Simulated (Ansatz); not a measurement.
Species: C5H9O, net charge 0, doublet state. It need not be the lowest isomer of its formula. SMILES: C[CH]CCC=O
Coordinates optimised at B3LYP-D3(BJ)/def2-TZVP (Ansatz, a first-principles code):
```xyz
15

C     -2.5635    -0.7549    -0.3521
C     -1.6496     0.3473    -0.7495
C     -0.3802     0.6039    -0.0158
C      0.7219    -0.4152    -0.3477
C      2.0171    -0.1949     0.3846
O      2.2182     0.6791     1.1869
H     -2.6518    -0.8262     0.7369
H     -2.2084    -1.7392    -0.6967
H     -3.5639    -0.6238    -0.7679
H     -1.8110     0.8425    -1.6995
H     -0.5523     0.5712     1.0651
H     -0.0009     1.6036    -0.2354
H      0.3977    -1.4396    -0.1261
H      0.9504    -0.4184    -1.4207
H      2.8211    -0.9204     0.1319
```
Charge 0, spin multiplicity 2.

Parts of the frozen-core correlation energy in STO-3G (Ansatz, hartree). Frozen orbitals: 6; correlated occupied orbitals by spin: 18 and 17; virtual: 15 and 16. UHF or UKS for open shells. No spin-orbit coupling. Non-relativistic.

| term | value |
|---|---|
| reference (HF) | -266.04729 |
| MP2 opposite-spin | ? |
| MP2 same-spin | ? |
| CCSD correlation | -0.38155 |
| (T) | ? |
| T1 diagnostic | 0.033 |
| largest doubles amplitude | 0.125 |
| <S^2> of the reference | 0.984 |

Problem. Complete the blanks.

Solution. 
- MP2 opposite-spin, value: -0.23851
- MP2 same-spin, value: -0.03880
- (T), value: -0.00404
